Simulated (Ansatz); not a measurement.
`O[Si@H](Cl)[Si@H](F)Cl` + HBr → `O[SiH](Cl)Br` + `F[SiH2]Cl` at 500 K and 1 bar (cleavage of the Si–Si bond).

Computed with Ansatz on PBE0-D4/def2-TZVP structures; ΔE is electronic, products minus reactants. CBS: MP2 limit from def2 TZ/QZ plus the TZ coupled-cluster correction, frozen cores. This one scheme is used for every species. For Br outer-core shells are correlated without core-valence functions, which leaves a few kJ/mol of doubt a bond. Scalar relativity is left out up to krypton. One conformer a species, not always the lowest.

```
                 species  CCSD(T)/CBS energy (Eh)  H − E (kJ/mol)  S (J/(mol·K))
`O[Si@H](Cl)[Si@H](F)Cl`              -1674.70475           157.9          477.5
                     HBr              -2573.91920            30.5          213.7
          `O[SiH](Cl)Br`              -3398.70645           105.0          380.5
             `F[SiH2]Cl`               -849.96195            83.3          315.2
```

H − E and S are ideal-gas, rigid-rotor, harmonic terms from PBE0-D4/def2-TZVP, for one conformer and one mirror image of each species. 1 Eh = 2625.50 kJ/mol, R = 8.31446 J/(mol·K).

Question: By hand: ΔE, ΔH, ΔS and ΔG.

Answer: ΔE = (-3398.70645) + (-849.96195) − (-1674.70475) − (-2573.91920) = -0.04445 Eh = -116.7 kJ/mol. Δ(H − E) = 105.0 + 83.3 − 157.9 − 30.5 = -0.1, so ΔH = -116.8 kJ/mol. ΔS = 380.5 + 315.2 − 477.5 − 213.7 = 4.5 J/(mol·K). ΔG = -116.8 − 500 × (4.5)/1000 = -119.0 kJ/mol.

Question: By hand: the equilibrium constant, and the temperature at which ΔG would vanish if ΔH and ΔS stayed fixed.

Answer: log₁₀ K = −ΔG/(RT ln 10) = 12.4. ΔH and −TΔS have one sign here, so there is no such temperature. One of them is within its doubt of zero, so this could turn.

The number of gas molecules stays the same, so ΔS is small and ΔH decides. A doubt of 5 kJ/mol in ΔE shifts log₁₀ K by 0.5 here. Other conformers and mirror images would add mixing entropy, several J/(mol·K) or more a flexible species. Modes under 60 cm⁻¹, often nearly free rotors, make the harmonic entropy too high. These are equilibria of isolated gas molecules and say nothing of rates. Largest T1 diagnostic: 0.011 (customary marks: 0.02 for closed shells, 0.045 for open ones).
